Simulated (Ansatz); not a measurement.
A nudged elastic band was laid between two geometries of C2H6BNS (11 atoms, charge 0, multiplicity 1).

Computed with Ansatz 0.2.0, UHF/cc-pVDZ.

```
movable images  : 7
climbing image  : yes
spring          : 5.0 eV/Å²
optimiser       : quadratic models (default)
start path      : through a guess of the saddle point
force threshold : 0.05 eV/Å
iteration limit : 60
end points      : relaxed
```

Image 0:

```xyz
11
Properties=species:S:1:pos:R:3
C -0.981 0.723 0.957
C 0.204 -0.098 0.502
N 1.214 0.582 -0.338
B 0.589 -0.465 -0.950
S 0.599 -1.471 -2.443
H -0.714 1.379 1.792
H -1.359 1.348 0.147
H -1.791 0.071 1.293
H 0.606 -0.748 1.283
H 2.134 0.882 -0.096
H -0.435 -2.261 -2.127
```

Image 8:

```xyz
11
Properties=species:S:1:pos:R:3
C -1.110 0.694 1.106
C -0.224 0.024 0.130
N 1.243 0.384 -0.113
B 0.385 -0.734 -0.832
S 0.831 -1.922 -2.140
H -0.745 0.603 2.135
H -1.239 1.760 0.892
H -2.096 0.228 1.065
H 1.465 1.253 -0.572
H 1.928 0.153 0.588
H -0.373 -2.500 -2.238
```

(1) Which bonds break or form, and what moves?

(2) What energy profile does the band end with?

(3) What is the geometry of the highest image?

Results:

(1) Bonds broken: C2–H9. Bonds formed: N3–H9.

(2) The run converged. The highest image is number 7 of 0 to 8, 1.47 eV above the first end and 0.09 eV above the last; the last end lies 1.38 eV above the first. The profile has 2 maxima (images 2, 7) with wells between them (image 3): this band takes more than one step, which may be the mechanism or a detour left from its start path. A vibrational analysis at the climbing image gives one clearly imaginary mode, 199i cm⁻¹: a first-order saddle point. The orbitals stay closed-shell, which can raise the energy where a bond breaks towards radicals; this wasn't checked here.

```csv
image,path coordinate (Å),energy (eV),C2–H9 (Å),N3–H9 (Å)
0,0.00,0.00,1.09,2.18
1,2.07,0.10,1.09,2.17
2,4.15,0.60,1.09,3.19
3,6.22,0.44,1.09,2.84
4,8.29,0.46,1.09,2.54
5,10.36,0.60,2.79,1.00
6,12.44,0.64,2.75,1.00
7,14.51,1.47,2.20,1.01
8,16.13,1.38,2.20,1.01
```

(3) 
```xyz
11
Properties=species:S:1:pos:R:3
C -1.152 0.683 1.080
C -0.227 0.042 0.106
N 1.287 0.243 0.047
B 0.390 -0.666 -0.887
S 0.838 -1.738 -2.293
H -0.600 1.331 1.764
H -1.905 1.300 0.583
H -1.682 -0.056 1.688
H 1.654 1.124 -0.274
H 1.865 -0.156 0.769
H -0.403 -2.162 -2.562
```

The run took 12 min on 2 threads of AMD EPYC 7R43 64-Core Processor (Zen 3) (shared host), peak memory 0.33 GiB.
